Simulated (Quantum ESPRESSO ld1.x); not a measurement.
Ionisation ladder of xenon, from Xe I to Xe VIII. Each ion is in the ground configuration listed by NIST, and IE = E(next ion) - E(this ion). Calculated with ld1.x of Quantum ESPRESSO 7.5: scalar-relativistic Kohn-Sham, PW91, spin-unpolarised, spherical densities, point nucleus.

| species | configuration | IE, Delta-SCF (eV) | -e(HOMO) (eV) | HOMO | <r> HOMO (bohr) |
|---|---|---|---|---|---|
| Xe I | [Xe] | 12.590 | 8.283 | 5p | 2.31 |
| Xe II | [Kr] 4d10 5s2 5p5 | ? | 17.066 | 5p | 2.19 |
| Xe III | [Kr] 4d10 5s2 5p4 | ? | 26.702 | 5p | 2.09 |
| Xe IV | [Kr] 4d10 5s2 5p3 | ? | 37.025 | 5p | 2.01 |
| Xe V | [Kr] 4d10 5s2 5p2 | 53.550 | 47.918 | 5p | 1.94 |
| Xe VI | [Kr] 4d10 5s2 5p1 | 65.120 | 59.286 | 5p | 1.88 |
| Xe VII | [Kr] 4d10 5s2 | 93.038 | 86.328 | 5s | 1.64 |
| Xe VIII | [Kr] 4d10 5s1 | ? | 99.851 | 5s | 1.60 |

Estimate the withheld Delta-SCF values.

Answer. Xe II: 21.815 eV (NIST 20.975); Xe III: 31.802 eV (NIST 31.05); Xe IV: 42.416 eV (NIST 42.2); Xe VIII: 106.82 eV (NIST 105.98).

Beside tabulated values, note that spin-unpolarised runs miss the spin-polarisation part of the exchange energy of open shells.
